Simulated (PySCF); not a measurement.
# Finite-field polarisability of Pd (palladium, neutral)

[Kr] 4d10, closed-shell 1S. Calculation: PySCF 2.14, in aug-cc-pVTZ-PP with ECP28MDF (6s6p5d3f2g, 88 functions); scalar relativity through the core potential. Frozen: 4s2 4p6. Energy changes in a uniform field (μhartree):

```
axis  F (au)        HF       MP2      CCSD   CCSD(T)
   x  0.0033  -103.019  -128.128  -115.953  -124.140
   x  0.0066  -412.716  -513.905  -464.890  -498.044
```

Q: Derive α along x at CCSD(T) from the two fields.

A: With ΔE = −αF²/2 − γF⁴/24, α = −(16 ΔE(F) − ΔE(2F))/(6F²) = 22.78 bohr³.

Q: And the mean polarisability at each level?

A: HF 18.91, MP2 23.51, CCSD 21.28, CCSD(T) 22.78 bohr³. Reference: 26.14 ± 0.1 bohr³ (recommended; Schwerdtfeger and Nagle, table of static dipole polarizabilities (2023 update)).

CCSD(T) lies more than 5 % below the reference, which points to too few diffuse and polarisation functions.
